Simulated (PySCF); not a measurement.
# Working out the ionisation energy of Mn²⁺

Mn²⁺ [Ar] 3d5 (6S) → Mn³⁺ [Ar] 3d4 (5D). All numbers are calculated (PySCF 2.14, the spin-free X2C one-electron Hamiltonian (Gaussian nucleus), in x2c-TZVPPall (6s5p4d2f1g, 64 functions)). Frozen: [Ne]. Energies in hartree (1 hartree = 27.21139 eV):

| part | Mn²⁺ (lower) | Mn³⁺ (upper) |
| --- | --- | --- |
| UHF | -1156.606975 | -1155.417929 |
| MP2 opposite-spin | -0.237366 | -0.219226 |
| MP2 same-spin | -0.142326 | -0.107691 |

Q: What does Hartree-Fock give?

A: (-1155.417929) − (-1156.606975) = 1.189046 hartree = 32.356 eV.

Q: What do MP2 and SCS-MP2 (6/5 opposite-spin, 1/3 same-spin) give?

A: The opposite-spin parts differ by 0.494 eV and the same-spin parts by 0.942 eV. MP2: 32.356 + (0.494) + (0.942) = 33.792 eV. SCS-MP2: 32.356 + 1.2 × (0.494) + (0.942)/3 = 33.263 eV.

A first-order spin-orbit estimate adds -0.070 eV to MP2 (valence and next inner shell), giving 33.722 eV against 33.668 ± 0.012 eV (measured; NIST Atomic Spectra Database, ionization energies).

What remains against the reference includes basis incompleteness, the frozen core and correlation beyond second order.
